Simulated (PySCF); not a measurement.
# From computed data to an observable: entropy of an ideal gas

Al(Cl)2(SeH) (AlCl2HSe), SMILES [Cl][Al]([Cl])[SeH].

Geometry: B3LYP-D3(BJ)/def2-SVP. The structure was generated by enumeration; whether it is a known compound was not checked. Other conformers were not sampled.

B3LYP-D3(BJ)/def2-SVP (PySCF) gives the harmonic wavenumbers 106, 131, 184, 242, 307, 550, 573, 648, 2408 cm⁻¹ and the rotational temperatures 0.1034, 0.0557, 0.0362 K. The molar mass is 177.86 g/mol, the symmetry number 1, the spin multiplicity 1.

**Question.** Work out the entropy at 298.15 K and 1 atm in the rigid-rotor, harmonic-oscillator model.

**Answer.** 
Translation (Sackur–Tetrode at 1 atm): S = R[1.5 ln M + 2.5 ln T − 1.16487] = 173.4 J/(mol K).
Rotation: q = (√π/σ) T^1.5/√(θA θB θC) = 632000, S = R[ln q + 3/2] = 123.5 J/(mol K).
Vibration: with u = 1.4388 ν/T, each mode gives R[u/(e^u − 1) − ln(1 − e^−u)]:
```
ν (cm⁻¹)  modes     u  S (J/(mol K))
--------  -----  ----  -------------
106           1  0.51          13.98
131           1  0.63          12.26
184           1  0.89           9.57
242           1  1.17           7.48
307           1  1.48           5.77
550           1  2.65           2.28
573           1  2.77           2.09
648           1  3.13           1.57
```
The stiffer modes add less than 0.005 each. Sum 55.0 J/(mol K).
Spin: R ln 1 = 0.0 J/(mol K).
Total 351.9 J/(mol K); the program's own thermochemistry gives 351.9. Translation makes up 49 % and vibration 16 %. Anharmonicity, hindered rotation and orbital degeneracy are left out.
